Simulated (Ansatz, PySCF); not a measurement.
silylarsine (AsH5Si), SMILES [AsH2][SiH3]. Atoms are numbered in the order given.

```xyz
7

Si    -1.5138     0.1897     0.3407
As     0.7825     0.0487    -0.2084
H     -2.2529    -0.7847    -0.5037
H     -1.9847     1.5611     0.0150
H     -1.7980    -0.0940     1.7709
H      0.9397    -1.2664     0.5428
H      1.1828     0.8633     1.0142
```
Charge 0, spin multiplicity 1.

The structure is a stationary point at PBE0-D3(BJ)/def2-TZVP.

Two levels are set side by side: PBE-D3(BJ)/def2-TZVP (Ansatz, an electronic-structure program) and PBE0-D3(BJ)/def2-TZVP (Ansatz). Each level has its own optimised geometry; the coordinates shown are those of the second. Frequencies come from the Hessian of PySCF at each geometry. Differences are taken from unrounded values.

| quantity | PBE0-D3(BJ) |
|---|---|
| mean bond length (Å) | 1.645 |
| bond Si1–As2 (Å) | 2.365 |
| bond Si1–H3 (Å) | 1.486 |
| bond Si1–H4 (Å) | 1.486 |
| bond Si1–H5 (Å) | 1.486 |
| bond As2–H6 (Å) | 1.523 |
| bond As2–H7 (Å) | 1.523 |
| highest harmonic wavenumber (cm⁻¹) | 2235 |
| mean harmonic wavenumber (cm⁻¹) | 1177 |
| zero-point energy (kcal/mol) | 25.25 |

Question: What does PBE-D3(BJ) give, and how far is it from PBE0-D3(BJ)? (The exact figures need the calculation; the answer reports its results.)

Answer: 
| quantity | PBE-D3(BJ) | PBE-D3(BJ) minus PBE0-D3(BJ) |
|---|---|---|
| mean bond length (Å) | 1.657 | 0.012 |
| bond Si1–As2 (Å) | 2.384 | 0.019 |
| bond Si1–H3 (Å) | 1.495 | 0.009 |
| bond Si1–H4 (Å) | 1.495 | 0.009 |
| bond Si1–H5 (Å) | 1.495 | 0.009 |
| bond As2–H6 (Å) | 1.537 | 0.014 |
| bond As2–H7 (Å) | 1.537 | 0.014 |
| highest harmonic wavenumber (cm⁻¹) | 2173 | -63 |
| mean harmonic wavenumber (cm⁻¹) | 1138 | -40 |
| zero-point energy (kcal/mol) | 24.39 | -0.85 |

GGA bonds tend to be longer and softer than those of functionals with exact exchange. Differences between two approximate levels are no errors against the true value.
